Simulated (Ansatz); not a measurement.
Basis sets compared for (KH)3 ring (K3H3). The state is a singlet with charge 0. Geometry r2SCAN-D4/def2-TZVP. Ansatz on 4 threads of Intel Xeon on a shared host; times are rough, and most runs start from earlier orbitals.

```
atom   x (Å)   y (Å)   z (Å)
  K1   1.169  -1.769  -1.335
  H2   0.367   0.318  -2.382
  K3  -0.790   2.097  -1.120
  H4  -1.135   1.717   1.295
  K5  -0.379  -0.328   2.455
  H6   0.768  -2.035   1.087
```

The 6-31G sets use Cartesian d functions.

Binding counts from free atoms (K doublet, H doublet) in the same basis, without a counterpoise term.

| level | functions | energy (Eh) | HOMO (eV) | LUMO (eV) | binding per atom (eV) | wall time |
| --- | --- | --- | --- | --- | --- | --- |
| HF/STO-3G | 42 | -1780.8580 | -4.37 | 5.96 | 1.02 | 1.9 s |
| HF/6-31G | 93 | -1799.0572 | -7.03 | 0.62 | 0.92 | 6.5 s |
| PBE-D4/def2-SVP | 87 | -1800.6321 | -3.56 | -0.70 | 1.35 | 9 s |
| PBE0-D4/def2-SVP | 87 | -1800.7832 | -4.54 | -0.24 | 1.35 | 9.6 s |

Problem. Estimate the rows for PBE-D4/def2-TZVP, PBE0-D4/def2-TZVP.

Solution. 
| level | functions | energy (Eh) | HOMO (eV) | LUMO (eV) | binding per atom (eV) | wall time |
| --- | --- | --- | --- | --- | --- | --- |
| PBE-D4/def2-TZVP | 117 | -1800.8722 | -3.58 | -0.66 | 1.36 | 8 s |
| PBE0-D4/def2-TZVP | 117 | -1801.0191 | -4.57 | -0.20 | 1.36 | 15 s |
